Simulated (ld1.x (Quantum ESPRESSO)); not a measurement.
**ruthenium, TM: configuration errors across variants**

```json
{"Element": "ruthenium", "Generator": "ld1.x (Quantum ESPRESSO) 7.5", "Type": "norm-conserving Troullier–Martins (Kleinman–Bylander form)", "Functional": "PBE", "Relativity": "fully relativistic", "Frozen core": "[Ar] 3d10", "Valence charge": "16", "Reference configuration": "4s2 4p6 4d7 5s0.5 5p0 (charge +0.5)", "Partial waves": "4p (bound): rc 1.80 bohr; 4d (bound): rc 1.60 bohr; 4s (bound): rc 1.35 bohr", "Local potential": "the s channel", "Core correction": "none"}
```

Open shells are filled in proportion to 2j + 1 (rel_dist='average').

Occupied shells without a wave of their own: 5s. They enter only through the test configuration that unscreens the potential.

All-electron excitation energies from the reference (eV): (1) 4s2 4p6 4d7 5s1 5p0 -2.864; (2) 4s2 4p6 4d7 5s0 5p0 4.430; (3) 4s2 4p6 4d6 5s0 5p0 22.616; (4) 4s2 4p6 4d7.5 5s0.5 5p0 -3.182; (5) 4s2 4p6 4d5 5s0 5p0 53.235; (6) 4s2 4p6 4d6 5s2 5p0 -1.163; (7) 4s2 4p6 4d6 5s1 5p0 7.249.

For the base: The 5s level has no wave, so the channel is fitted at the deeper level alone: the likely source of the large errors.

4 further variants failed, have other tests or another functional or relativity, and are left out.

The file “base” misses its own reference levels by 0.4 eV. The file “local potential the p channel” misses its own reference levels by 2.3 eV. The file “all radii scaled by about 1.15 (s 1.56, p 2.06, d 1.84 bohr)” misses its own reference levels by 1.0 eV. The file “wave 4d (bound): rc 1.60 bohr becomes 4d (bound): rc 2.46 bohr” misses its own reference levels by 0.4 eV.

Errors AE − PS in meV (a dash: test not solved or not reliable):

| change | (1) | (2) | (3) | (4) | (5) | (6) | (7) | bound ghosts |
| --- | --- | --- | --- | --- | --- | --- | --- | --- |
| base | +152 | -201 | -296 | -0.3 | -387 | +573 | +246 | none |
| local potential the p channel | +133 | -174 | -246 | -0.2 | -304 | +492 | +209 | not determined |
| all radii scaled by about 1.15 (s 1.56, p 2.06, d 1.84 bohr) | +443 | -578 | -837 | -1.2 | -1097 | +1627 | +691 | none |
| wave 4d (bound): rc 1.60 bohr becomes 4d (bound): rc 2.46 bohr | +153 | -201 | -302 | -0.8 | -381 | +585 | +251 | none |

Q: Give the same row for: wave 4s (bound): rc 1.35 bohr becomes 4s (bound): rc 1.36 bohr.

A: +184, -242, -356, -0.4, -466, +690, +296; bound ghosts: none.
